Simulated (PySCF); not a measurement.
Isomers of C7H5FO2, mass 140.027 u with the commonest isotopes. Level of theory: PySCF 2.14.0, PBE0-D3(BJ)/def2-SVP geometry optimisation, gas phase. One conformer each, none proved a minimum here; rigid rotors.

Question: Order these by rotational constant B, smallest first.
A. `[CH:1]#[C:2][C:3]1=[CH:4][O:5][C:6]([CH2:7][F:8])=[CH:9][O:10]1` with O5–C6–C7–F8 179°
B. `[O:1]=[C:2]([OH:3])[c:4]1[cH:5][cH:6][c:7]([F:8])[cH:9][cH:10]1` with O1–C2–O3–H 0°, O1–C2–C4–C5 1°
C. `[CH2:1]=[CH:2][c:3]1[cH:4][c:5]([F:6])[o:7][c:8](=[O:9])[cH:10]1` with C1–C2–C3–C4 1°
D. `[O:1]=[C:2]([OH:3])[c:4]1[cH:5][cH:6][cH:7][c:8]([F:9])[cH:10]1` with O1–C2–O3–H 0°, O1–C2–C4–C5 -1°
E. `[O:1]=[C:2]([OH:3])[c:4]1[cH:5][cH:6][cH:7][cH:8][c:9]1[F:10]` with O1–C2–O3–H 0°, O1–C2–C4–C5 -1°

Answer: A (707.3 MHz), B (776.8 MHz), D (938.0 MHz), C (1108 MHz), E (1215 MHz).

Question: Order these by rotational constant A, largest first.
A. `[O:1]=[C:2]([OH:3])[c:4]1[cH:5][cH:6][c:7]([F:8])[cH:9][cH:10]1` with O1–C2–O3–H 0°, O1–C2–C4–C5 1°
B. `[CH2:1]=[CH:2][c:3]1[cH:4][c:5]([F:6])[o:7][c:8](=[O:9])[cH:10]1` with C1–C2–C3–C4 1°
C. `[O:1]=[C:2]([OH:3])[c:4]1[cH:5][cH:6][cH:7][cH:8][c:9]1[F:10]` with O1–C2–O3–H 0°, O1–C2–C4–C5 -1°
D. `[CH:1]#[C:2][C:3]1=[CH:4][O:5][C:6]([CH2:7][F:8])=[CH:9][O:10]1` with O5–C6–C7–F8 179°
E. `[O:1]=[C:2]([OH:3])[c:4]1[cH:5][cH:6][cH:7][c:8]([F:9])[cH:10]1` with O1–C2–O3–H 0°, O1–C2–C4–C5 -1°

Answer: D (4625 MHz), A (3881 MHz), E (2655 MHz), C (2303 MHz), B (1968 MHz).

Question: Order these by rotational constant C, smallest first.
A. `[O:1]=[C:2]([OH:3])[c:4]1[cH:5][cH:6][cH:7][cH:8][c:9]1[F:10]` with O1–C2–O3–H 0°, O1–C2–C4–C5 -1°
B. `[CH:1]#[C:2][C:3]1=[CH:4][O:5][C:6]([CH2:7][F:8])=[CH:9][O:10]1` with O5–C6–C7–F8 179°
C. `[CH2:1]=[CH:2][c:3]1[cH:4][c:5]([F:6])[o:7][c:8](=[O:9])[cH:10]1` with C1–C2–C3–C4 1°
D. `[O:1]=[C:2]([OH:3])[c:4]1[cH:5][cH:6][c:7]([F:8])[cH:9][cH:10]1` with O1–C2–O3–H 0°, O1–C2–C4–C5 1°
E. `[O:1]=[C:2]([OH:3])[c:4]1[cH:5][cH:6][cH:7][c:8]([F:9])[cH:10]1` with O1–C2–O3–H 0°, O1–C2–C4–C5 -1°

Answer: B (616.7 MHz), D (647.3 MHz), E (693.1 MHz), C (708.7 MHz), A (795.5 MHz).

```tsv
SMILES	point group	Ia (u·Å²)	Ib (u·Å²)	Ic (u·Å²)	κ	μa (D)	μb (D)	μc (D)
C=Cc1cc(F)oc(=O)c1	–	256.77	456.31	713.07	-0.37	4.63	1.46	0.01
O=C(O)c1cccc(F)c1	Cs	190.35	538.79	729.13	-0.75	0.44	0.13	0.02
O=C(O)c1ccc(F)cc1	–	130.22	650.55	780.74	-0.92	0.10	1.42	0.02
O=C(O)c1ccccc1F	Cs	219.47	415.82	635.29	-0.44	1.64	0.40	0.02
O=C(F)c1ccc(O)cc1	Cs	132.17	644.00	776.16	-0.92	4.36	0.58	0.01
C#CC1=COC(CF)=CO1	near Cs	109.27	714.50	819.55	-0.95	0.36	1.58	0.18
```
